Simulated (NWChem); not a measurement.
Species: SnN₂H₄Cl₂; SMILES [NH2][Sn]([Cl])([Cl])[NH2]

```xyz
9

N      0.3198    -1.6387    -1.4432
Sn     0.0000     0.0000    -0.2600
N     -0.3198     1.6387    -1.4432
Cl     1.9191     0.1172     1.1350
Cl    -1.9191    -0.1172     1.1350
H     -0.5773    -1.9678    -1.8301
H      0.6910    -2.4058    -0.8638
H      0.5773     1.9678    -1.8301
H     -0.6910     2.4058    -0.8638
```
Atoms are numbered in this order, from 1.

All runs: NWChem. All runs use the structure optimised with PBE-D3(BJ)/def2-SVP. No frequency run checked for a minimum. def2 effective core potentials on Sn; no spin-orbit coupling.

For level Hartree-Fock/def2-TZVP:

```yaml
orbital gap (eV): 13.26
dipole (D): 1.31
```

Task: Estimate the same quantities for level Hartree-Fock/def2-SVPD.

Result: 
* **orbital gap (eV)**: 12.76
* **dipole (D)**: 1.41
